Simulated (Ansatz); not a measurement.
C2H8AlNSi can be A, `C[N]1[SiH2][Al]1[CH3]`, or B, `C=CN[SiH2][AlH2]`.

Computed with Ansatz on PBE0-D4/def2-TZVP structures; ΔE is electronic, products minus reactants. CBS: MP2 limit from def2 TZ/QZ plus the TZ coupled-cluster correction, frozen cores. Functionals use def2-TZVPP. B3LYP here is the variant with VWN-RPA as its local correlation; programs differ in this. One conformer a species, not always the lowest.

A:

```xyz
13

C    -1.2490    0.2165   -1.5761
N    -0.6986    0.0538   -0.2545
Si   -1.5282   -0.0777    1.3030
Al    0.7145   -0.1161    0.8076
C     2.6510   -0.1732    0.6339
H    -1.8380    1.1381   -1.6560
H    -0.4595    0.2629   -2.3319
H    -1.9120   -0.6160   -1.8410
H    -2.4483   -1.2524    1.4253
H    -2.3531    1.1146    1.6763
H     2.9533   -0.1584   -0.4161
H     3.1098    0.6843    1.1335
H     3.0583   -1.0763    1.0958
```

B:

```xyz
13

C    -0.156   -0.632    1.264
C     0.225    0.702    1.108
N    -0.120    1.421    0.054
Si   -0.653    0.513   -1.441
Al    0.660   -1.438   -0.614
H    -1.172   -0.897    0.975
H     0.193   -1.136    2.158
H     0.910    1.161    1.821
H     0.225    2.368    0.024
H    -0.340    1.499   -2.518
H    -2.148    0.474   -1.377
H     2.220   -1.091   -0.682
H     0.155   -2.943   -0.773
```

Task: Which is lower in electronic energy at CCSD(T)/CBS, and by how much? (Best estimate.)

Result: The calculation gave: A, by 41.6 kJ/mol.

Task: Give E(B) − E(A) in kJ/mol with CCSD/def2-TZVPP, HF/def2-TZVPP, B3LYP, MP2/def2-TZVPP, PBE0-D4, ωB97M-V, PBE-D4. (An estimate is asked.)

Result: Ansatz gave: CCSD/def2-TZVPP 42.3, HF/def2-TZVPP 27.7, B3LYP 42.6, MP2/def2-TZVPP 51.7, PBE0-D4 35.7, ωB97M-V 36.3, PBE-D4 34.3. None reverses the order clearly.

Largest T1 diagnostic: 0.016.

In def2-TZVPP, CCSD(T) changes the Hartree–Fock value by +12.6 kJ/mol (the triples alone add −2.1 kJ/mol) and MP2 by +24.0 kJ/mol. The D4 term adds −9.5 kJ/mol with B3LYP and −4.8 kJ/mol with PBE0; it sums over pairs of atoms, weighted by their polarisabilities, and B3LYP, whose exchange is more repulsive, gets the larger term.
